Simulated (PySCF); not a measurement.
A side-by-side comparison of computed properties.

First species: C8H10S.
Z-matrix (Å and degrees, GFN2-xTB geometry), rows numbered from 1:
```
C 
S   1  1.8123
C   2  1.8356  1   99.19
C   3  1.4921  2  111.14  1    63.45
C   4  1.3893  3  120.85  2  -107.46
C   5  1.3843  4  120.45  3   178.19
C   6  1.3836  5  120.11  4    -0.19
C   7  1.3856  6  119.79  5    -0.07
C   8  1.3819  7  120.10  6    -0.02
H   1  1.0847  2  106.82  3  -178.44
H   1  1.0868  2  109.49  3    62.45
H   1  1.0868  2  109.47  3   -59.17
H   3  1.0904  2  107.55  1   -59.59
H   3  1.0895  2  104.34  1  -176.02
H   5  1.0813  4  119.76  3    -2.20
H   6  1.0802  5  119.71  4   179.97
H   7  1.0798  6  120.08  5  -179.97
H   8  1.0801  7  120.04  6  -179.92
H   9  1.0803  4  119.12  3     1.18
```

Second species: C3H7NSi.
SMILES: `C[C@H]([SiH3])C#N`

Levels: PBE0/pcSseg-1 for dipole moment, HOMO energy, LUMO energy and HOMO–LUMO gap; GFN2-xTB for rotational constant A and rotational constant C. Geometries: GFN2-xTB. All species are isolated and taken at one optimised geometry, non-relativistic unless stated; the electronic structure was computed with PySCF and density fitting.

Dipoles, sizes and rotational constants follow the conformer. The torsions of the flexible species, by atom-mapped SMILES:
- `[CH3:1][S:2][CH2:3][c:4]1[cH:5][cH:6][cH:7][cH:8][cH:9]1`: C1–S2–C3–C4 63°, S2–C3–C4–C5 -107°

(1) Which of the two has the higher HOMO–LUMO gap, and by how much?

(2) Which has the higher rotational constant C?

(3) Which of the two has the higher LUMO energy, and by how much?

(4) Which of the two has the higher rotational constant A, and by how much?

(5) Which of the two has the higher HOMO energy, and by how much?

(6) Which of the two has the higher dipole moment, and by how much?

Results:

(1) The second: 8.78 eV against 5.83 eV, a difference of 2.95 eV.

(2) The second: 2.089 GHz against 0.794 GHz, a difference of 1.295 GHz.

(3) The second: 0.10 eV against -0.45 eV, a difference of 0.55 eV.

(4) The second: 5.406 GHz against 2.917 GHz, a difference of 2.489 GHz.

(5) The first: -6.28 eV against -8.68 eV, a difference of 2.40 eV.

(6) The second: 4.03 D against 1.50 D, a difference of 2.53 D.

On the first: A dipole of 1.50 D is allowed in C1, and pure rotational transitions are dipole-allowed. The dipole matches unit charges of opposite sign 0.31 Å apart (1 e·Å = 4.8032 D).

On the second: In atomic units the dipole is 1.59 e·bohr (1 au = 2.5417 D).
